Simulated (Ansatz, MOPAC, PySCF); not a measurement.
Pair of molecules: C2H4 (SMILES C=C) (first 6 atoms) with H4OSi (SMILES O[SiH3]); geometry from B3LYP-D3(BJ)/def2-TZVP, rigid monomers moved along the line of their centres of mass till C2···H9 is 4.25 Å.
(charge 0, multiplicity 1):
```xyz
12

C      0.6359     0.5771     0.2490
C     -0.0404    -0.5603     0.1469
H      0.1645     1.4910     0.5903
H      1.6860     0.6407    -0.0089
H      0.4294    -1.4733    -0.1983
H     -1.0918    -0.6222     0.4008
O      0.4096    -0.5135     5.3236
Si    -0.9051     0.2240     5.9889
H      0.4861    -0.4731     4.3618
H     -0.9363     1.6780     5.6845
H     -0.8039     0.0256     7.4487
H     -2.1773    -0.3620     5.4931
```

Monomers are frozen at their geometry in the pair; levels with a basis set take the counterpoise correction. Rows marked so take none.

Correlated levels freeze the cores. Rows in 6-31G*, STO-3G carry no dispersion term and start afresh at each structure (6-31G* with six Cartesian d functions). MP2/6-31G* freezes PySCF's default core. The state reached by PM3, PM6, PM7 isn't checked; PM7 holds dispersion and hydrogen-bond terms.

The values were computed with Ansatz (an electronic-structure program) with Gaussian orbitals; MOPAC for PM3, PM6, PM7 (differences of heats of formation); PySCF for 6-31G* rows, STO-3G rows, the dispersion terms. Values without a source in brackets are computed.

Other levels give for the interaction energy: PBE/def2-TZVPPD -23.8; B3LYP/def2-TZVPPD -18.3; B3LYP-D3(BJ)/def2-TZVPPD -29.5; wB97M-V/def2-TZVPPD -29.8; CCSD(T)/aug-cc-pV(D+d)Z -27.8 meV.

Question: What do these common cheap choices give for the same quantity: PM3, PM6, PM7, HF/STO-3G (no counterpoise), HF/6-31G*, HF/6-31G* (no counterpoise), B3LYP/6-31G*, MP2/6-31G*?

Answer: PM3 0.7; PM6 -7.1; PM7 -14.9; HF/STO-3G (no counterpoise) -5.4; HF/6-31G* -22.1; HF/6-31G* (no counterpoise) -26.5; B3LYP/6-31G* -19.0; MP2/6-31G* -23.6 meV. They span -26.5 to 0.7 meV.
